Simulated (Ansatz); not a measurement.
Consider the formal loss of a carbene: `CCC1=C[SiH2]1` → `CC1=C[SiH2]1` + `[CH2]` (triplet).

Isolated molecules relaxed with PBE0-D4/def2-TZVP in Ansatz; ΔE leaves out vibrations. CCSD(T)/CBS is the MP2 limit (def2-TZVPP, def2-QZVPP) plus CCSD(T) − MP2 in def2-TZVPP, frozen cores. This one scheme is used for every species. Functionals use def2-TZVPP. B3LYP here is the variant with VWN-RPA as its local correlation; programs differ in this. Triplets are unrestricted, without spin–orbit coupling. Each species was taken in one conformer, which may not be the lowest.

`CCC1=C[SiH2]1`:

Z-matrix (Å, degrees):
```
C
C 1 1.519
H 1 1.093 2 111.0
H 1 1.092 2 111.1 3 120.2
H 1 1.093 2 111.0 3 -119.7
C 2 1.482 1 113.8 3 59.8
H 2 1.096 1 110.7 3 -62.3
H 2 1.096 1 110.7 3 -178.1
Si 6 1.814 2 154.6 1 179.7
C 6 1.333 2 137.4 1 -0.3
H 9 1.484 6 121.8 2 -75.7
H 9 1.485 6 121.9 2 75.8
H 10 1.084 6 135.7 2 0.0
```

`CC1=C[SiH2]1`:

```xyz
10

C     1.377   -0.131    0.765
C     0.067   -0.072    0.082
C    -1.048   -0.797    0.018
Si   -1.167    0.671   -1.023
H     1.465   -1.016    1.402
H     2.188   -0.144    0.032
H     1.525    0.760    1.380
H    -1.397   -1.721    0.465
H    -1.043    0.596   -2.500
H    -1.968    1.854   -0.620
```

`[CH2]` (triplet):

```xyz
3

C    -0.250    0.054    0.104
H    -0.252   -0.804   -0.550
H     0.501    0.749    0.446
```

```
             level  ΔE (eV)  difference from CCSD(T)/CBS
            PBE-D4     4.57                         0.03
         r2SCAN-D4     4.28                        -0.26
           PBE0-D4     4.50                        -0.04
          B3LYP-D4     4.44                        -0.10
           ωB97X-V     4.63                         0.09
           ωB97M-V     4.55                         0.01
            B2PLYP     4.41                        -0.13
               PBE     4.50                        -0.04
            r2SCAN     4.26                        -0.28
              PBE0     4.43                        -0.11
SCS-MP2/def2-TZVPP     4.56                         0.02
CCSD(T)/def2-TZVPP     4.42                        -0.12
     HF/def2-QZVPP     3.00                        -1.54
    MP2/def2-QZVPP     4.63                         0.09
      HF/CBS(def2)     3.00                        -1.54
    CCSD/CBS(def2)     4.42                        -0.12
       CCSD(T)/CBS     4.54                            0
```

Largest T1 diagnostic among the species: 0.012.

The D4 term adds +0.11 eV with B3LYP and +0.06 eV with PBE0; it sums over pairs of atoms, weighted by their polarisabilities, and B3LYP, whose exchange is more repulsive, gets the larger term. From PBE to PBE0 (25 % exact exchange), in def2-TZVPP and without D4, ΔE moves by −0.07 eV.
